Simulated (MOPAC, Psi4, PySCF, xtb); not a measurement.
Torsional profile of SMILES F[Si](F)(F)[SiH2][SiH2][Si](F)(F)F. Scanned: dihedral Si2–Si5–Si6–Si7; all other coordinates were relaxed at GFN2-xTB. GFN2-xTB can order the conformers of Si and Ge chains otherwise than DFT does. Points at φ and −φ are mirror images.

Atom numbering (GFN2-xTB optimised geometry, Å):
```
14

F      1.6204     0.1346     2.7717
Si     1.9017    -0.2824     1.2664
F      1.2434    -1.7299     1.1541
F      3.4539    -0.6296     1.3140
Si     1.1747     1.0851    -0.4130
Si    -0.6411     0.1134    -1.5291
Si    -2.2487    -0.4913    -0.0231
F     -3.5800     0.3808    -0.0168
F     -1.7331    -0.3084     1.4737
F     -2.8299    -1.9690    -0.0289
H      0.8294     2.3946     0.1690
H      2.3044     1.3604    -1.3178
H     -0.2524    -1.0808    -2.3004
H     -1.2427     1.0226    -2.5197
```

Methods: GFN1-xTB // GFN2-xTB (xtb); RKS-B3LYP/LANL2DZ = restricted B3LYP/LANL2DZ, with its core potentials past Ne // GFN2-xTB in PySCF; RHF/LANL2DZ = restricted Hartree-Fock/LANL2DZ, with its core potentials past Ne // GFN2-xTB (PySCF); PBE/def2-SVP // GFN2-xTB (Psi4); AM1, restricted, heats of formation // GFN2-xTB (MOPAC); PBE-D3(BJ)/def2-SVP // GFN2-xTB (Psi4).

Energies in eV, each method relative to its own lowest point.

```csv
φ / °,GFN1-xTB,RKS-B3LYP/LANL2DZ,RHF/LANL2DZ,PBE/def2-SVP,AM1,PBE-D3(BJ)/def2-SVP
-150,0.011,0.010,0.009,0.045,0.007,0.066
-120,0.015,0.032,0.031,0.068,0.012,0.087
-90,0.020,0.029,0.025,0.053,0.031,0.067
-60,0.019,0.022,0.021,0.000,0.082,0.000
-30,0.014,0.064,0.078,0.022,0.121,0.017
0,0.000,0.102,0.136,0.034,0.121,0.030
30,0.014,0.064,0.078,0.022,0.121,0.017
60,0.019,0.022,0.021,0.000,0.082,0.000
90,0.020,0.029,0.025,0.053,0.031,0.067
120,0.015,0.032,0.031,0.068,0.012,0.087
150,0.011,0.010,0.009,0.045,0.007,0.066
180,0.010,0.000,0.000,0.029,0.000,0.050
```

Root-mean-square difference from the PBE-D3(BJ)/def2-SVP profile, itself a level with limits, after the best constant shift (eV): GFN1-xTB 0.031, RKS-B3LYP/LANL2DZ 0.047, RHF/LANL2DZ 0.056, PBE/def2-SVP 0.011, AM1 0.075.
